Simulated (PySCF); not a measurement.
CH₁₀ClGe₃P.
SMILES with atom numbers: `[CH3:1][GeH2:2][Ge@H:3]([PH2:4])[GeH2:5][Cl:6]` (hydrogens: H7, H8, H9 on C1; H10, H11 on Ge2; H12 on Ge3; H13, H14 on P4; H15, H16 on Ge5)

Theory: core-valence-separated Tamm–Dancoff BHandHLYP/aug-pcX-1 (pcseg-1 on H, def2-SVPD on Cl, def2-SVPD on Ge, def2-SVPD on P) in PySCF, non-relativistic, gas phase, PBE0-D3(BJ)/def2-SVP geometry.

Computed carbon K-edge spectrum, Gaussian lines of 0.5 eV full width, highest printed point 100; it ends one width below the last computed root. Absolute energies from this functional tend to lie a few eV below measured edges; no shift was applied.

(photon energy (eV), absorption): (284.3, 0), (284.4, 2), (284.5, 5), (284.6, 12), (284.7, 23), (284.8, 36), (284.9, 44), (285.0, 45), (285.1, 41), (285.2, 39), (285.3, 44), (285.4, 53), (285.5, 60), (285.6, 61), (285.7, 58), (285.8, 60), (285.9, 72), (286.0, 88), (286.1, 99), (286.2, 100), (286.3, 93)

Q: Assign the maxima to core holes.

A: 3 maxima:
- 285.0 eV: C1 (sp3 carbon bound to germanium), 284.94 eV, f = 0.017, 96 % of the height at the exact maximum
- 285.5 eV: C1 (sp3 carbon bound to germanium), 285.52 eV, f = 0.021, 92 % of the height at the exact maximum
- 286.2 eV: C1 (sp3 carbon bound to germanium), 286.16 eV, f = 0.019, 50 % of the height at the exact maximum; C1 (sp3 carbon bound to germanium), 286.02 eV, f = 0.015, 31 % of the height at the exact maximum; C1 (sp3 carbon bound to germanium), 286.42 eV, f = 0.012, 16 % of the height at the exact maximum

Roots within 0.03 eV on the same or equivalent atoms count as one line; shares under 12 % aren't listed.

Vibrational structure and lifetime widths aren't in the curve. The ionisation threshold wasn't computed; near and above it a finite basis only mimics Rydberg series and continuum. The BHandHLYP/aug-pcX-1 (pcseg-1 on H, def2-SVPD on Cl, def2-SVPD on Ge, def2-SVPD on P) calculation is non-relativistic and has no spin–orbit coupling, an omission that weighs most on germanium.

Conformer computed: `[CH3:1][GeH2:2][Ge@H:3]([PH2:4])[GeH2:5][Cl:6]`: C1–Ge2–Ge3–P4 -176°, Ge2–Ge3–Ge5–Cl6 -52°, H–P4–Ge3–Ge2 -43°, H–P4–Ge3–Ge2 51°.

One conformer stands for the species.
